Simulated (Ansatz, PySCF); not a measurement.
Isomers of C2H5N. All species are isolated molecules in the gas phase. One relaxed conformer stands for each flexible species; it need not be the lowest. Strings in code marks are SMILES.

Quantity: electronic energy of isomers of C2H5N relative to `[H]/N=C/C`, in kJ/mol.

Level 1: frozen-core CCSD(T)/cc-pVTZ // B3LYP-D3(BJ)/def2-TZVP (Ansatz, a program for electronic structure)
Level 2: LDA/cc-pVTZ // B3LYP-D3(BJ)/def2-TZVP (Ansatz)
Level 3: PBE-D3(BJ)/def2-TZVP // B3LYP-D3(BJ)/def2-TZVP (PySCF)
Level 4: HF/3-21G // B3LYP-D3(BJ)/def2-TZVP (PySCF)

```json
[
 {"species": "`C=CN`", "level 1": "17.63", "level 2": "-3.87", "level 3": "8.51", "level 4": "-5.23"},
 {"species": "`C=NC`", "level 1": "38.73", "level 2": "38.46", "level 3": "37.91", "level 4": "28.82"}
]
```
